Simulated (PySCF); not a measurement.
**Where the electron goes**

C₅H₆Cl₂O.
Geometry (PBE0-D3(BJ)/def2-SVP, Å), atoms numbered from 1 in this order:
```
atom  x, y, z in Å
C1     2.505    0.624   -0.967
C2     1.537    0.255   -0.133
O3     0.239    0.609   -0.338
C4    -0.745   -0.219    0.094
C5    -0.633   -1.539    0.258
C6    -1.970    0.608    0.364
Cl7   -3.446   -0.348    0.525
Cl8   -1.696    1.614    1.818
H9     3.542    0.385   -0.730
H10    2.282    1.181   -1.879
H11    1.711   -0.312    0.789
H12    0.291   -2.063    0.012
H13   -1.486   -2.110    0.620
H14   -2.120    1.313   -0.463
```

Method used: TDDFT CAM-B3LYP/def2-SVPD, vertical, gas phase, core orbitals frozen in the response in PySCF.

Kohn–Sham orbitals with the atoms that hold most of them (Löwdin shares over 4%, at most four atoms; ? is withheld):

```json
{"orbital": "HOMO-3", "ε (eV)": "-10.33", "atoms": "Cl8 44%, Cl7 34%, C6 10%, H14 5%"}
{"orbital": "HOMO-2", "ε (eV)": "-10.28", "atoms": "Cl8 54%, Cl7 31%, C6 5%"}
{"orbital": "HOMO-1", "ε (eV)": "-9.64", "atoms": "C4 19%, C5 19%, C2 16%, C1 15%"}
{"orbital": "HOMO", "ε (eV)": "-8.41", "atoms": "?"}
{"orbital": "LUMO", "ε (eV)": "?", "atoms": "?"}
{"orbital": "LUMO+1", "ε (eV)": "0.94", "atoms": "Cl7 39%, C6 15%, Cl8 12%, C1 8%"}
{"orbital": "LUMO+2", "ε (eV)": "1.25", "atoms": "C2 19%, C1 16%, Cl7 10%, Cl8 9%"}
```

Problem. Give the leading atoms of the LUMO.

Solution. Cl8 (bonded to C) 28%; C5 (bonded to C and 2 H) 20%; C4 (bonded to 2 C and O) 17%; C6 (bonded to C, 2 Cl and H) 14%. By element: carbon 50% or more, chlorine 28% or more.

Problem. Give the leading atoms of the HOMO.

Solution. C1 (bonded to C and 2 H) 22%; O3 (bonded to 2 C) 22%; C5 (bonded to C and 2 H) 18%; C2 (bonded to C, O and H) 15%. By element: carbon 55% or more, oxygen 22%.

Problem. What is the LUMO energy, and the HOMO–LUMO gap?

Solution. ε(LUMO) = 0.20 eV; the gap is 8.61 eV (0.3166 hartree).

Problem. How does S1 compare with the orbital gap of 8.61 eV?

Solution. S1 is at 5.89 eV (f = 0.176), 2.73 eV below the gap, made of HOMO→LUMO (94%). Without the coupling terms of the response equations the lowest excitation would equal the gap.

Next come S2 at 6.60 eV (f 0.211), HOMO→LUMO+1 (66%); S3 at 6.72 eV (f 0.017), HOMO-1→LUMO (34%), HOMO→LUMO+2 (31%), HOMO-2→LUMO (14%); S4 at 6.78 eV (f 0.040), HOMO-2→LUMO (42%), HOMO→LUMO+2 (23%), HOMO-3→LUMO (13%); S5 at 6.82 eV (f 0.024), HOMO-3→LUMO (31%), HOMO→LUMO+2 (29%), HOMO→LUMO+1 (12%).

Löwdin shares depend on the basis, the more so with diffuse functions.

One conformer stands for the species.
